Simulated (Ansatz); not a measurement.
System: H$_{3}$BSO, charge 0, singlet. H3BSO (SMILES OBS).
B3LYP-D3(BJ)/def2-TZVP minimum from Ansatz (a quantum-chemistry and plane-wave program):
```
B
O 1 1.3538
H 2 0.9630 1 115.74
H 1 1.1890 2 117.99 3 -180.00
S 1 1.8151 4 115.64 2 -180.00
H 5 1.3468 1 99.00 4 180.00
```
Charge 0, spin multiplicity 1.

Quantity: atomisation energy (electronic, to ground-state atoms), in kcal/mol. Open shells are spin-unrestricted; no spin-orbit coupling. CBS(X,Y): correlation extrapolated as X^-3, Hartree-Fock from the larger set (Q,5: extrapolated as (X+1)exp(-9√X)). A bracket is a step between two methods taken in the basis named. The functionals are non-relativistic, so their misses hold any scalar relativity. Double hybrids freeze cores in their MP2 part. 'core' is core correlation in cc-pwCVTZ (1s frozen past Ne), 'X2C' scalar relativity in cc-pVTZ-DK, both at CCSD(T). For partners of very few electrons the exact lower level stands in for a higher one.

CCSD(T)/CBS(cc-pV(Q+d)Z,cc-pV(5+d)Z) + [CCSDT(Q) - CCSD(T)]/cc-pV(D+d)Z + core + X2C (Ansatz) gives 522.8 kcal/mol.

Task: How far off this value is PBE/def2-TZVPD (Ansatz), in which direction, and which of these levels come nearer: B3LYP/def2-TZVPD, PBE0/def2-TZVPD, wB97M-V/def2-TZVPD, B2PLYP/def2-TZVPD, CCSD(T)/CBS(cc-pV(Q+d)Z,cc-pV(5+d)Z) + core + X2C?

Result: PBE gives 529.7 kcal/mol, 6.9 kcal/mol above it. Differences of the others: B3LYP/def2-TZVPD (Ansatz) -5.5; PBE0/def2-TZVPD (Ansatz) -3.9; wB97M-V/def2-TZVPD (Ansatz) 1.6; B2PLYP/def2-TZVPD (Ansatz) -8.0; CCSD(T)/CBS(cc-pV(Q+d)Z,cc-pV(5+d)Z) + core + X2C (Ansatz) -0.6 kcal/mol. Nearer than PBE: B3LYP/def2-TZVPD, PBE0/def2-TZVPD, wB97M-V/def2-TZVPD, CCSD(T)/CBS(cc-pV(Q+d)Z,cc-pV(5+d)Z) + core + X2C.
